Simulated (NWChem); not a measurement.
Species: C₄H₄F₂O; SMILES C1C(F)=C(OC1)F

```xyz
11

F     -1.0342     1.8101    -0.0345
C     -0.5578     0.5706    -0.0208
C      0.7257     0.2009     0.0117
F      1.8084     0.9289    -0.0013
O      0.9361    -1.1231     0.0804
C     -0.3492    -1.7247    -0.1452
C     -1.4112    -0.6465     0.1272
H     -0.3850    -2.0465    -1.1995
H     -0.4264    -2.6088     0.5002
H     -2.2375    -0.6979    -0.5987
H     -1.8533    -0.7146     1.1388
```
Atoms are numbered in this order, from 1.

Computed with NWChem. All runs use the structure optimised with PBE0/def2-SVP.

Q: Estimate the computed values for TPSSh/def2-SVP. Quantities: highest occupied level (eV); orbital gap (eV); dipole (D).

A: 
```json
{
  "highest occupied level (eV)": "-5.40",
  "orbital gap (eV)": "6.16",
  "dipole (D)": "2.64"
}
```
